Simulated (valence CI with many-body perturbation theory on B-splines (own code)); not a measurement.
## Forbidden lines of Tc37+

Calculated by relativistic CI+MBPT: four valence electrons over a frozen Dirac-Fock core [He], radial functions for each j: 11 s, 11 p, 10 d, 8 f, 5 g, 2 h, with the one-electron correlation potential Σ1 (screened to all orders), the two-electron term Σ2, the three-electron term Σ3, Breit, model QED; selected single and double excitations, second order for the rest, scaled by the run's own slope (own B-spline code, finite nucleus).

No measured spectrum was set against this ion. As an estimate, large intervals hold to a few tenths of a per cent, small ones and those within an open d or f shell to about a per cent. Among the levels kept, up to 1000 cm⁻¹ of a level comes from second order outside the variational space, and about a tenth of that is noise between levels of different J, which matters for small intervals.

Lines 1 to 50 of 60 in falling wavelength, among levels below 3669.2 eV, chosen from the decays that carry over 1 % of a level's rate. Wavelengths and rates use the calculated energies. Electric multipoles are in the length gauge, E1 and E2 with the static RPA response of the core. S is in atomic units (e²a₀⁴ for E2 and M2, e²a₀⁶ for E3), for M1 in squared Bohr magnetons. Weak lines are less certain than strong ones. Lines between different terms over intervals too small for the method are left out, as are lines whose strength nearly cancels.

Levels are named by their leading jj configuration (3d3/2^4 stands for four electrons in 3d with j = 3/2), which in mixed levels can hold well under half, so a name can repeat and another be missing. Letters in brackets count levels of one name in rising energy.

| λ vac (nm) | Upper | Lower | Type | A (s⁻¹) | S (a.u.) |
| --- | --- | --- | --- | --- | --- |
| 97.85 | (2s^2 2p1/2 2p3/2) J=2 | (2s^2 2p1/2 2p3/2) J=1 | M1 | 6.10e+03 | 1.06e+00 |
| 10.72 | (2s^2 2p1/2 2p3/2) J=1 | (2s^2 2p1/2^2) J=0 | M1 | 1.08e+07 | 1.48e+00 |
| 9.948 | (2s^2 2p3/2^2) J=2 | (2s^2 2p1/2 2p3/2) J=2 | M1 | 9.92e+06 | 1.81e+00 |
| 9.660 | (2s^2 2p1/2 2p3/2) J=2 | (2s^2 2p1/2^2) J=0 | E2 | 5.86e+03 | 2.20e-04 |
| 9.030 | (2s^2 2p3/2^2) J=2 | (2s^2 2p1/2 2p3/2) J=1 | M1 | 1.05e+07 | 1.44e+00 |
| 7.413 | (2s^2 2p3/2^2) J=0 | (2s^2 2p1/2 2p3/2) J=1 | M1 | 3.34e+07 | 5.04e-01 |
| 0.4516 | (2s^2 2p3/2 3d5/2) J=4 | (2s 2p3/2^3) J=2 | E2 | 3.41e+08 | 5.14e-06 |
| 0.4355 | (2s^2 2p3/2 3d5/2) J=4 | (2s 2p1/2 2p3/2^2) J=2 [b] | E2 | 2.33e+08 | 2.93e-06 |
| 0.4285 | (2s^2 2p3/2 3d5/2) J=4 | (2s 2p1/2 2p3/2^2) J=3 | E2 | 3.86e+08 | 4.48e-06 |
| 0.4270 | (2s 2p1/2 2p3/2 3p3/2) J=4 | (2s 2p1/2 2p3/2^2) J=2 [b] | E2 | 1.37e+09 | 1.56e-05 |
| 0.4256 | (2s^2 2p3/2 3p1/2) J=2 | (2s^2 2p3/2^2) J=0 | E2 | 1.50e+10 | 9.37e-05 |
| 0.4248 | (2s^2 2p3/2 3d5/2) J=4 | (2s 2p1/2 2p3/2^2) J=2 [a] | E2 | 1.16e+08 | 1.29e-06 |
| 0.4238 | (2s^2 2p1/2 3p1/2) J=1 | (2s^2 2p1/2 2p3/2) J=2 | E2 | 4.90e+10 | 1.79e-04 |
| 0.4234 | (2s 2p1/2^2 3p1/2) J=0 | (2s 2p1/2^2 2p3/2) J=2 | E2 | 8.75e+10 | 1.06e-04 |
| 0.4233 | (2s 2p3/2^2 3p3/2) J=4 | (2s 2p3/2^3) J=2 | E2 | 1.16e+10 | 1.27e-04 |
| 0.4219 | (2s^2 2p1/2 3p1/2) J=1 | (2s^2 2p1/2 2p3/2) J=1 | E2 | 4.71e+10 | 1.69e-04 |
| 0.4216 | (2s^2 2p3/2 3p1/2) J=1 | (2s^2 2p3/2^2) J=2 | E2 | 5.43e+10 | 1.94e-04 |
| 0.4212 | (2s^2 2p3/2 3p1/2) J=2 | (2s^2 2p3/2^2) J=2 | E2 | 6.48e+10 | 3.83e-04 |
| 0.4207 | (2s^2 2p1/2 3p1/2) J=0 | (2s^2 2p1/2 2p3/2) J=2 | E2 | 8.65e+10 | 1.02e-04 |
| 0.4204 | (2s 2p1/2 2p3/2 3p3/2) J=4 | (2s 2p1/2 2p3/2^2) J=3 | E2 | 2.07e+10 | 2.18e-04 |
| 0.4194 | (2s 2p1/2 2p3/2 3p3/2) J=0 [b] | (2s 2p1/2 2p3/2^2) J=2 [b] | E2 | 3.68e+10 | 4.27e-05 |
| 0.4194 | (2s 2p3/2^2 3p1/2) J=0 | (2s 2p3/2^3) J=2 | E2 | 6.33e+10 | 7.34e-05 |
| 0.4177 | (2s^2 2p1/2 3p3/2) J=1 | (2s^2 2p1/2 2p3/2) J=2 | E2 | 2.13e+10 | 7.25e-05 |
| 0.4175 | (2s^2 2p3/2 3p3/2) J=3 | (2s^2 2p3/2^2) J=2 | E2 | 3.12e+10 | 2.48e-04 |
| 0.4174 | (2s^2 2p3/2 3p3/2) J=1 | (2s^2 2p3/2^2) J=2 | E2 | 3.66e+10 | 1.24e-04 |
| 0.4173 | (2s 2p1/2^2 3p3/2) J=2 | (2s 2p1/2^2 2p3/2) J=2 | E2 | 3.29e+10 | 1.86e-04 |
| 0.4172 | (2s^2 2p1/2 3p3/2) J=2 | (2s^2 2p1/2 2p3/2) J=2 | E2 | 3.21e+10 | 1.81e-04 |
| 0.4159 | (2s^2 2p1/2 3p3/2) J=1 | (2s^2 2p1/2 2p3/2) J=1 | E2 | 2.39e+10 | 7.95e-05 |
| 0.4154 | (2s 2p3/2^2 3p3/2) J=0 | (2s 2p3/2^3) J=2 | E2 | 2.22e+10 | 2.45e-05 |
| 0.4154 | (2s^2 2p1/2 3p3/2) J=2 | (2s^2 2p1/2 2p3/2) J=1 | E2 | 1.48e+10 | 8.20e-05 |
| 0.4133 | (2s 2p1/2 2p3/2 3d5/2) J=5 | (2s 2p1/2 2p3/2^2) J=3 | M2 | 9.00e+08 | 1.07e-05 |
| 0.4132 | (2s^2 2p3/2 3p3/2) J=0 | (2s^2 2p3/2^2) J=2 | E2 | 1.05e+11 | 1.13e-04 |
| 0.4099 | (2s^2 2p3/2 3d5/2) J=4 | (2s^2 2p3/2^2) J=2 | M2 | 8.32e+08 | 7.73e-06 |
| 0.4096 | (2s 2p1/2 2p3/2 3p3/2) J=0 [b] | (2s 2p1/2 2p3/2^2) J=2 [a] | E2 | 1.98e+10 | 2.04e-05 |
| 0.4091 | (2s 2p3/2^2 3p3/2) J=4 | (2s 2p1/2 2p3/2^2) J=2 [b] | E2 | 1.48e+09 | 1.36e-05 |
| 0.4091 | (2s^2 2p3/2 3d5/2) J=4 | (2s 2p1/2^2 2p3/2) J=2 | E2 | 6.26e+08 | 5.76e-06 |
| 0.4030 | (2s 2p3/2^2 3p3/2) J=4 | (2s 2p1/2 2p3/2^2) J=3 | E2 | 3.02e+10 | 2.58e-04 |
| 0.4017 | (2s 2p3/2^2 3p3/2) J=0 | (2s 2p1/2 2p3/2^2) J=2 [b] | E2 | 4.61e+10 | 4.31e-05 |
| 0.4016 | (2s 2p1/2 2p3/2 3p3/2) J=4 | (2s 2p1/2^2 2p3/2) J=2 | E2 | 5.42e+10 | 4.55e-04 |
| 0.4011 | (2s 2p3/2^2 3p3/2) J=2 [c] | (2s 2p1/2 2p3/2^2) J=1 [b] | E2 | 2.15e+10 | 9.94e-05 |
| 0.4007 | (2s^2 2p3/2 3p3/2) J=3 | (2s^2 2p1/2 2p3/2) J=2 | E2 | 2.41e+10 | 1.56e-04 |
| 0.4006 | (2s^2 2p3/2 3p3/2) J=1 | (2s^2 2p1/2 2p3/2) J=2 | E2 | 3.46e+10 | 9.56e-05 |
| 0.4003 | (2s 2p3/2^2 3p3/2) J=2 [c] | (2s 2p1/2 2p3/2^2) J=2 [b] | E2 | 2.11e+10 | 9.69e-05 |
| 0.3999 | (2s^2 2p1/2 3p3/2) J=2 | (2s^2 2p1/2^2) J=0 | E2 | 4.21e+10 | 1.92e-04 |
| 0.3997 | (2s 2p3/2^2 3p3/2) J=4 | (2s 2p1/2 2p3/2^2) J=2 [a] | E2 | 3.86e+10 | 3.16e-04 |
| 0.3991 | (2s^2 2p3/2 3p3/2) J=3 | (2s^2 2p1/2 2p3/2) J=1 | E2 | 2.93e+10 | 1.85e-04 |
| 0.3986 | (2s^2 2p3/2 3p3/2) J=2 | (2s^2 2p1/2 2p3/2) J=2 | E2 | 3.39e+10 | 1.52e-04 |
| 0.3967 | (2s^2 2p3/2 3p3/2) J=0 | (2s^2 2p1/2 2p3/2) J=2 | E2 | 5.01e+10 | 4.40e-05 |
| 0.3951 | (2s 2p1/2 2p3/2 3d5/2) J=5 | (2s 2p1/2^2 2p3/2) J=2 | E3 | 9.91e+07 | 5.22e-05 |
| 0.3937 | (2s^2 2p3/2 3d5/2) J=4 | (2s^2 2p1/2 2p3/2) J=2 | M2 | 2.32e+08 | 1.76e-06 |
